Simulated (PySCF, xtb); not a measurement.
Ti(Cl)2(OH) (Cl₂HOTi), SMILES [OH][Ti]([Cl])[Cl] (connectivity only; charge and spin as stated), neutral, multiplicity 2. Other conformers were not sampled.

Harmonic wavenumbers (cm⁻¹) from xtb with GFN2-xTB at its own minimum, in rising order: 95, 115, 121, 355, 372, 443, 446, 734, 3643.

Question: What does PySCF with PBE0-D3(BJ)/def2-SVP give at its own minimum? (An estimate is asked for; the answer gives what the named calculation found.)

Answer: 86, 105, 139, 186, 355, 389, 493, 851, 3976. Paired by order, the mean absolute difference is 86 cm⁻¹ and the zero-point energies are 9.0 and 9.4 kcal/mol.
